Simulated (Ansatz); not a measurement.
Ideal-gas functions of BGaH$_{2}$OSSe, SMILES `[SeH]B1[O][GaH][S]1` at 400 K and 1 bar, from an Ansatz frequency run at PBE0-D4/def2-TZVP.

Molar mass 209.58 g/mol, point group Cs (symmetry number 1), electronic degeneracy 1, moments of inertia 103.62, 725.626, 829.246 u Å². Harmonic wavenumbers (cm⁻¹, unscaled): 85, 177, 226, 296, 368, 462, 502, 505, 533, 648, 727, 911, 1277, 2071, 2459.

Use S(trans) = R[1.5 ln M + 2.5 ln T − 1.1517]; rotational temperatures θ = 24.2544 K / I; S(rot) = R[ln(√π/σ · √(T³/θAθBθC)) + 1.5]; for each mode x = 1.438777 ν̃/T, S = R[x/(eˣ − 1) − ln(1 − e⁻ˣ)] and H = RT x/(eˣ − 1); 1 cm⁻¹ = 0.0119627 kJ/mol; R = 8.31446 J/(mol·K).

Task: By hand: the entropy, in J/(mol·K).

Result: Translation 181.6. Rotation: θ = 0.2341, 0.0334, 0.0292 K, giving 126.8. Vibration, mode by mode: 18.20, 12.21, 10.26, 8.18, 6.56, 4.99, 4.45, 4.41, 4.07, 2.94, 2.35, 1.39, 0.47, 0.04, 0.01, in all 80.5. Electronic 0.0. Sum 388.9 J/(mol·K).

Task: By hand: H − E and G − E in kJ/mol, counted from the electronic energy.

Result: Zero-point energy ½ × 11247 × 0.0119627 = 67.3; thermal vibration 17.7; translation, rotation and pV give 4 RT = 13.3. H − E = 98.3 kJ/mol, and G − E = 98.3 − 400 × 388.9/1000 = -57.3 kJ/mol.

Vibration gives 21 % of the entropy, 18.2 J/(mol·K) of it from the mode under 150 cm⁻¹: soft modes count most, and the harmonic formula is weakest for them. The sum counts one conformer and one mirror image; others add a mixing term.
